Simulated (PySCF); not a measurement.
Start geometry of `N#[C][Ge@@H]([GeH3])[CH2][SiH3]` from GFN2-xTB (Å):
```
atom  x, y, z in Å
N1     0.0629   -2.4391    2.3238
C2    -0.1380   -1.9302    1.3173
Ge3   -0.4926   -1.0453   -0.3531
Ge4   -2.2841    0.5029   -0.0292
C5     1.2110   -0.2374   -0.9515
Si6    1.8034    1.1306    0.2320
H7    -0.8716   -2.2225   -1.2483
H8    -2.4204    0.9596    1.3904
H9    -3.6268   -0.0380   -0.4208
H10   -2.1048    1.7514   -0.8430
H11    1.9661   -1.0187   -1.0333
H12    1.0656    0.1742   -1.9507
H13    2.1058    0.5450    1.5382
H14    2.9923    1.7515   -0.3562
H15    0.7269    2.1240    0.3626
```

Question: What comes out of this run: PySCF 2.14.0, PBE0-D3(BJ)/def2-SVP geometry optimisation, gas phase?

Answer: 
```
atom  x, y, z in Å
N1     0.0811   -2.5731    2.0849
C2    -0.0821   -1.9475    1.1216
Ge3   -0.3826   -0.8583   -0.4489
Ge4   -2.3669    0.4526    0.0179
C5     1.2375    0.2032   -0.6982
Si6    1.6536    1.3742    0.7200
H7    -0.5832   -1.8560   -1.6030
H8    -2.2103    1.1449    1.3797
H9    -3.5960   -0.4691    0.0386
H10   -2.5378    1.5142   -1.0829
H11    2.0741   -0.4954   -0.8632
H12    1.1135    0.7883   -1.6247
H13    1.8004    0.6160    1.9969
H14    2.9241    2.1047    0.4287
H15    0.5516    2.3737    0.8767
```

The energy falls by 16.5 kJ/mol over 12 energy and gradient evaluations, the largest force component goes from 0.0323 to 3.1e-04 Eh/bohr, and the atoms move by 0.304 Å rms after alignment. Among the bonds, Ge4–H8, Ge4–H9 and Ge4–H10 change most and about equally (+0.037 to +0.038 Å). Bonds longer at the end by more than 0.005 Å: 12 of 14; shorter: 2. Among the angles that change most is Ge3–Ge4–H9, from 113.7° to 109.5°. Among the dihedrals that turn most is C5–Ge3–Ge4–H9, from 144° to 174°. Rotational constants go from 1313, 876.6, 667.9 to 1308, 858.1, 667.3 MHz. The orientation of the end geometry is arbitrary; only internal coordinates are fixed.

The run used 169 basis functions and 78 SCF cycles in all. Hardware: one thread of an Arm Neoverse V1, no GPU, on a shared host. Cost: 3.6 min.

Not checked by PBE0-D3(BJ)/def2-SVP frequencies. The numbers are those of one conformer.
